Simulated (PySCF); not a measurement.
PySCF input for BrClFHOSi, SMILES O[Si](F)(Cl)Br, PBE/pcSseg-1. The structure is a stationary point at B3LYP-D3(BJ)/def2-SVP. This is a generated structure with no PubChem entry under its InChIKey; it may be hypothetical. The values are those of a single conformer.

```python
import numpy as np
from pyscf import gto, scf, dft
from pyscf.prop.nmr import rks as nmr

mol = gto.M(
    atom='''
    O    -1.64754213   -1.15624383   -0.48796853
    Si   -0.27525082   -0.60240873    0.20687279
    F    -0.33081907   -0.78375686    1.80721030
    Cl    1.27585145   -1.71072081   -0.50736686
    Br    0.02189898    1.55530488   -0.17753397
    H    -2.44471889   -0.61593203   -0.41843835
    ''',
    basis='pcSseg-1',
    charge=0,
    spin=0,
    max_memory=1600,
    verbose=3,
)
mf = dft.RKS(mol, xc='pbe')
mf.grids.level = 3
mf.conv_tol = 1e-10
mf.max_cycle = 100
mf.kernel()
n = nmr.NMR(mf)
n.verbose = 2
n.max_cycle_cphf = 60
sigma = n.kernel()
print('atom   isotropic/ppm   span/ppm')
for i, s in enumerate(sigma):
    w = np.linalg.eigvalsh((s + s.T) / 2)
    print(f'{mol.atom_symbol(i):2s}{i + 1:3d} {w.mean():14.3f} {w[2] - w[0]:11.3f}')
```

It prints:

```
converged SCF energy = -3498.53311654592
atom   isotropic/ppm   span/ppm
O   1        225.529     100.715
Si  2        355.496      34.620
F   3        237.655     141.002
Cl  4        816.126     334.190
Br  5       2369.704     817.017
H   6         28.219      19.165
```

The run converged.
